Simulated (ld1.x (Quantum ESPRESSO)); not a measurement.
**An all-electron radial function and its pseudo partner (potassium (K))**

Columns: radius, all-electron u(r) and pseudo u(r) of the 4s shell (level -2.30 eV) of potassium in the configuration [Ne] 3s2 3p6 4s1 4p0; PBEsol, scalar-relativistic, PAW scheme, ld1.x (Quantum ESPRESSO) 7.5.

```json
{"r (bohr)": "0.138", "all-electron": "-0.0393", "pseudo": "0.1615"}
{"r (bohr)": "0.275", "all-electron": "-0.1102", "pseudo": "0.3081"}
{"r (bohr)": "0.413", "all-electron": "-0.0428", "pseudo": "0.4296"}
{"r (bohr)": "0.550", "all-electron": "0.0587", "pseudo": "0.5150"}
{"r (bohr)": "0.688", "all-electron": "0.1398", "pseudo": "0.5603"}
{"r (bohr)": "0.825", "all-electron": "0.1835", "pseudo": "0.5638"}
{"r (bohr)": "0.963", "all-electron": "0.1920", "pseudo": "0.5286"}
{"r (bohr)": "1.100", "all-electron": "0.1729", "pseudo": "0.4618"}
{"r (bohr)": "1.238", "all-electron": "0.1347", "pseudo": "0.3714"}
{"r (bohr)": "1.375", "all-electron": "0.0855", "pseudo": "0.2687"}
{"r (bohr)": "1.513", "all-electron": "0.0301", "pseudo": "0.1618"}
{"r (bohr)": "1.650", "all-electron": "-0.0265", "pseudo": "0.0602"}
{"r (bohr)": "1.788", "all-electron": "-0.0825", "pseudo": "-0.0317"}
{"r (bohr)": "1.925", "all-electron": "-0.1353", "pseudo": "-0.1097"}
{"r (bohr)": "2.062", "all-electron": "-0.1843", "pseudo": "-0.1740"}
{"r (bohr)": "2.200", "all-electron": "-0.2294", "pseudo": "-0.2265"}
{"r (bohr)": "2.338", "all-electron": "-0.2698", "pseudo": "-0.2695"}
{"r (bohr)": "2.475", "all-electron": "-0.3055", "pseudo": "-0.3056"}
{"r (bohr)": "2.613", "all-electron": "-0.3372", "pseudo": "-0.3372"}
{"r (bohr)": "2.750", "all-electron": "-0.3645", "pseudo": "-0.3645"}
{"r (bohr)": "2.888", "all-electron": "-0.3882", "pseudo": "-0.3882"}
{"r (bohr)": "3.025", "all-electron": "-0.4084", "pseudo": "-0.4084"}
{"r (bohr)": "3.162", "all-electron": "-0.4254", "pseudo": "-0.4254"}
{"r (bohr)": "3.300", "all-electron": "-0.4397", "pseudo": "-0.4397"}
{"r (bohr)": "3.438", "all-electron": "-0.4514", "pseudo": "-0.4514"}
{"r (bohr)": "3.575", "all-electron": "-0.4608", "pseudo": "-0.4608"}
```

(1) How many radial nodes do the two functions have?

(2) At about which radius was the pseudo-wave matched?

(3) Is the pseudo-wave norm-conserving?

## Answers

(1) The all-electron 4s function has n − l − 1 = 3 (the table is too coarse to show those close to the nucleus); the pseudo-wave has 1, since 1 lower shell of the same l stays in the valence.

(2) 2.60 bohr. The columns agree to 0.0005 from 2.34 bohr on; several derivatives are matched, so the curves merge somewhat inside the radius.

(3) No, it belongs to a PAW set: the norm inside the radius is not constrained, and the difference is carried by the augmentation charge.
